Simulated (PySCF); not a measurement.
## B (boron, neutral): UHF calculation

Configuration: [He] 2s2 2p1, 2P determinant. Computed with PySCF 2.14 in Sapporo-DZP-2012 (4s3p1d, 18 functions), with the spin-free X2C one-electron Hamiltonian (Gaussian nucleus).

| Item | Value |
| --- | --- |
| Total energy | -24.534840 hartree |
| One-electron energy | -32.3742 hartree |
| Hartree (Coulomb) energy | 11.6109 hartree |
| Exchange energy | -3.7715 hartree |
| ⟨S²⟩ | 0.7595 |
| ⟨L²⟩ | 2.026 |
| Sum of ⟨r⟩ | 6.786 bohr |
| Sum of ⟨r²⟩ | 15.64 bohr² |
| Traceless quadrupole moment −½Σ⟨3z² − r²⟩ along its main axis | -2.42 e·bohr² |
| Langevin diamagnetic susceptibility | -12.4 ×10⁻⁶ cm³/mol |
| Time after the integrals | 0.05 s of wall time on 1 thread of Intel(R) Xeon(R) 6975P-C (shared host) |

```
shell  electrons  mean orbital energy (eV)  rms radius, mean of both spins (bohr)
 1s α          1                   -209.57                                  0.379
 1s β          1                   -209.17                                  0.379
 2s α          1                   -14.810                                   2.17
 2s β          1                   -12.138                                   2.17
 2p α          1                    -8.620                                   2.44
```
